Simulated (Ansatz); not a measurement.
Ansatz results at the PBE0-D4/def2-TZVP geometry: size of the dipole moment (PBE/def2-TZVPP) 1.42 D; LUMO energy (B3LYP/def2-TZVPP) -0.94 eV; HOMO–LUMO gap (PBE0/def2-TZVPP) 5.92 eV.

Each molecule was computed in one conformer, which needn't be the lowest.

**Question.** Which molecule gave them?
A. `C[O][SbH][CH](C)C`
B. `CC[O][SbH][O]C`
C. `[CH3][SbH][CH3]`
D. `C[CH2][SbH][SiH3]`

**Answer.** A. The others give `C[CH2][SbH][SiH3]`: 1.05, -0.65, 6.36; `[CH3][SbH][CH3]`: 0.75, -0.24, 6.69; `CC[O][SbH][O]C`: 0.92, -0.95, 6.64.

B3LYP here is the variant with VWN-RPA as its local correlation; programs differ in this.
